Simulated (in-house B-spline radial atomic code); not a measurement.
PBE0 excitations of the tin ion Sn²⁺

Method: PBE0. Computed with an all-electron radial atomic-structure program (B-spline basis): linear response of the closed shell [Kr] 4d10 5s2 with the functional's adiabatic kernel; scalar-relativistic (spin-free one-electron X2C), finite nucleus, no spin-orbit coupling, no double excitations, S, P, D and F terms only; shells from n = 3 respond. Only terms of natural parity with L up to 3 were computed.

Command:
```bash
python run_td.py task.json out
```
Settings (radii: box in bohr, nucleus in fm):
```
Z                        50
electrons                48
configuration            [Kr] 4d10 5s2
hamiltonian              x2c
method                   pbe0
box_radius               2.5
wall_radius              2.5
rms_radius               4.6519
intervals                63
```

Cost of the run: 1.1 s on 1 thread of Intel(R) Xeon(R) 6975P-C (Granite Rapids), with other jobs on the host.

Confined states, up to the first strongly mixed one, which can leave gaps near the end. Labels give the largest channel, * marks a mixed state, and oscillator strengths are full-response dipole values. Semilocal kernels can invert the small singlet-triplet splittings of Rydberg terms. Energies in eV:

| state | full response | Tamm-Dancoff | oscillator strength |
| --- | --- | --- | --- |
| 5s → 5p 3P | 16.174 | 16.344 | - |
| 5s → 5p 1P | 20.734 | 21.410 | 1.04 |
| 5s → 4f 3F | 28.206 | 28.299 | - |
| 5s → 4f 1F | 29.714 | 29.730 | - |
| 4d → 5p 3P | 50.12 | 50.18 | - |
| 5s → 5d 3D | 50.49 | 50.53 | - |
| 4d → 5p 3F | 50.60 | 50.66 | - |
| 4d → 5p 1F | 51.68 | 51.69 | - |
| 5s → 5d 1D | ? | ? | - |
| 4d → 5p 1P | 53.41 | 53.59 | 1.18 |
| 4d → 4f 3P | 60.58 | 60.63 | - |
| 4d → 4f 3F | 62.09 | 62.14 | - |
| 4d → 4f 1F | ? | ? | - |
| 4d → 5d 3S | 82.23 | 82.32 | - |
| 4d → 4f 1P | 79.89 | 83.86 | 12.5 |
| 4d → 5d 3D | 84.72 | 84.75 | - |
| 4d → 5d 1D | 86.48 | 86.51 | - |
| 5s → 5f 3F | 97.98 | 98.00 | - |
| 4d → 5d 1S | 97.28 | 98.58 | - |
| 5s → 5f 1F | 98.77 | 98.79 | - |
| 4p → 5p 3S | 116.38 | 116.41 | - |
| 4p → 5p 3D | 117.25 | 117.26 | - |

**Question.** Where does 4d → 4f 1F lie?

**Answer.** At 64.85 eV in full response, 64.91 eV in Tamm-Dancoff.

**Question.** Where does 5s → 5d 1D lie?

**Answer.** At 52.79 eV in full response, 52.89 eV in Tamm-Dancoff.

**Question.** How large is the singlet-triplet splitting of 5s → 5p (P terms) in Tamm-Dancoff?

**Answer.** 5.07 eV, from the unrounded values.

**Question.** What polarisabilities and dispersion coefficient does the method give?

**Answer.** Dipole 3.608 bohr³, quadrupole 3.919 bohr⁵, C6 14.81 hartree·bohr⁶ for two such species.
